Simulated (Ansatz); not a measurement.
BCl, SMILES [B]Cl (connectivity only; charge and spin as stated), charge +1, multiplicity 2.

Geometry optimised at B3LYP-D3(BJ)/def2-TZVPD.

Two levels are set side by side: PBE/def2-TZVPD (Ansatz, a first-principles code) and CAM-B3LYP/def2-TZVPD (Ansatz). Energy differences of separate SCF runs at the same geometry; the states with an electron removed or added have multiplicity 1 and 1. Differences are taken from unrounded values.

```tsv
quantity	CAM-B3LYP
vertical ionisation energy (eV)	20.77
vertical electron affinity (eV)	9.68
```

Task: What does PBE give, and how far is it from CAM-B3LYP? (The exact figures need the calculation; the answer reports its results.)

Result: 
```json
[
 {"quantity": "vertical ionisation energy (eV)", "PBE": "20.47", "PBE minus CAM-B3LYP": "-0.30"},
 {"quantity": "vertical electron affinity (eV)", "PBE": "9.46", "PBE minus CAM-B3LYP": "-0.22"}
]
```
